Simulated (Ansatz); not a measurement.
`F[CH2][AlH][SiH3]` + H₂O → `[OH][AlH][SiH3]` + `CF` at 600 K and 1 bar (formal hydrolysis of the Al–C bond).

Program: Ansatz. Geometries: PBE0-D4/def2-TZVP. ΔE: electronic, gas phase. CBS: MP2 limit from def2 TZ/QZ plus the TZ coupled-cluster correction, frozen cores. This one scheme is used for every species. One conformer a species, not always the lowest.

```csv
species,CCSD(T)/CBS energy (Eh),H − E (kJ/mol),S (J/(mol·K))
`F[CH2][AlH][SiH3]`,-672.50700,220.7,460.8
H₂O,-76.37941,76.8,212.8
`[OH][AlH][SiH3]`,-609.31389,171.3,410.2
`CF`,-139.63461,127.6,254.6
```

H − E and S are ideal-gas, rigid-rotor, harmonic terms from PBE0-D4/def2-TZVP, for one conformer and one mirror image of each species. 1 Eh = 2625.50 kJ/mol, R = 8.31446 J/(mol·K).

Problem. By hand: ΔE, ΔH, ΔS and ΔG.

Solution. ΔE = (-609.31389) + (-139.63461) − (-672.50700) − (-76.37941) = -0.06209 Eh = -163.0 kJ/mol. Δ(H − E) = 171.3 + 127.6 − 220.7 − 76.8 = 1.4, so ΔH = -161.6 kJ/mol. ΔS = 410.2 + 254.6 − 460.8 − 212.8 = -8.8 J/(mol·K). ΔG = -161.6 − 600 × (-8.8)/1000 = -156.3 kJ/mol.

Problem. By hand: the equilibrium constant, and the temperature at which ΔG would vanish if ΔH and ΔS stayed fixed.

Solution. log₁₀ K = −ΔG/(RT ln 10) = 13.6. ΔG = 0 at ΔH/ΔS = 18364 K, far beyond where these terms or the molecules hold.

The number of gas molecules stays the same, so ΔS is small and ΔH decides. A doubt of 5 kJ/mol in ΔE shifts log₁₀ K by 0.4 here. Other conformers and mirror images would add mixing entropy, several J/(mol·K) or more a flexible species. Modes under 60 cm⁻¹, often nearly free rotors, make the harmonic entropy too high. These are equilibria of isolated gas molecules and say nothing of rates. Largest T1 diagnostic: 0.014 (customary marks: 0.02 for closed shells, 0.045 for open ones).
